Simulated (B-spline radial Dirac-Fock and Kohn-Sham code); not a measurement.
## Two-hole binding energies of Ni⁵⁺

System: the Ni⁵⁺ ion in the configuration 1s2 2s2 2p6 3s2 3p6 3d5.

Level of theory: relaxed Dirac-Fock hole states (ΔSCF) with Breit and QED corrections and a finite nucleus; a radial atomic solver. U is the two-hole binding energy less the two single-hole energies, the effective repulsion of the holes after relaxation. Each two-hole energy is an average over J within one jj subconfiguration.

```
          holes  E(a) (eV)  E(b) (eV)  E(ab) (eV)  U (eV)
           1s⁻²     8445.4     8445.4     17299.0   408.1
   1s⁻¹ 2p1/2⁻¹     8445.4      987.8      9545.7   112.5
   1s⁻¹ 2p3/2⁻¹     8445.4      970.7      9526.0   109.9
   1s⁻¹ 3p3/2⁻¹     8445.4      172.0           ?       ?
   2s⁻¹ 2p1/2⁻¹     1128.7      987.8      2182.6    66.1
   2s⁻¹ 2p3/2⁻¹     1128.7      970.7      2165.1    65.7
        2p1/2⁻²      987.8      987.8      2060.2    84.6
2p1/2⁻¹ 2p3/2⁻¹      987.8      970.7      2036.8    78.3
   2s⁻¹ 3p3/2⁻¹     1128.7      172.0      1333.5    32.8
   2p1/2⁻¹ 3s⁻¹      987.8      220.4      1241.7    33.6
   2p3/2⁻¹ 3s⁻¹      970.7      220.4      1224.6    33.5
2p3/2⁻¹ 3p1/2⁻¹      970.7      174.4      1178.8    33.8
3p1/2⁻¹ 3p3/2⁻¹      174.4      172.0       373.3    26.9
        3p3/2⁻²      172.0      172.0       371.3    27.4
```

Question: Give the missing two-hole energy and U.

Answer: E(ab) = 8653.6 eV and U = 36.2 eV.

Run: 39 s of CPU time on 1 thread of Neoverse-N1 (shared host), peak memory 0.37 GiB.

Values without a named source are computed, but for edge energies of neutral atoms, which are taken from tables.
